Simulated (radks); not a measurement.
The numbers below are computed, except where a source is named.
Q: Numerical settings for neutral tellurium, [Kr] 4d10 5s2 5p4. Code: a radial shooting solver on a logarithmic mesh with Libxc functionals. Model: scalar-relativistic Kohn-Sham, LDA (Slater exchange, Perdew-Wang correlation), spin-polarised, spherical densities, finite nucleus; open shells are filled with parallel spins first (spin-orbit coupling, left out, can overturn this in heavy ions); Fermi nuclear charge, rms radius 4.7423 fm. The defaults (mesh step 0.008 in ln r, mesh end at 40 bohr or more with all orbitals vanishing there, Anderson mixing 0.5 over 9 steps, residual threshold near 1e-9 with the energy settled to 1e-9 hartree or 1e-11 of itself, here a cap of 96 iterations) give E = -6788.6598 hartree and 5p at -5.503 eV in 14 iterations. Run on one thread of a shared host, so times are rough (Arm Neoverse V2): 0.19 s of CPU time, 0.19 s wall, 14 iterations on 2437 mesh points. One setting is changed at a time: mesh step in ln r 0.012; mesh step in ln r 0.2; mesh step in ln r 0.005; mesh end (bohr) 400; mesh end (bohr) 8; residual threshold 1e-05; residual threshold 0.1; mixing 2.5; linear mixing, mixing 0.8; linear mixing, mixing 0.5; mixing history 2; iteration cap 2. Which runs fail to converge, and which converge to a wrong energy?

A: Not converged within the cap: mesh step in ln r 0.2; iteration cap 2. Settings that end as converged yet miss the energy by more than 1 mhartree: mesh end (bohr) 8 (+0.00215 hartree).
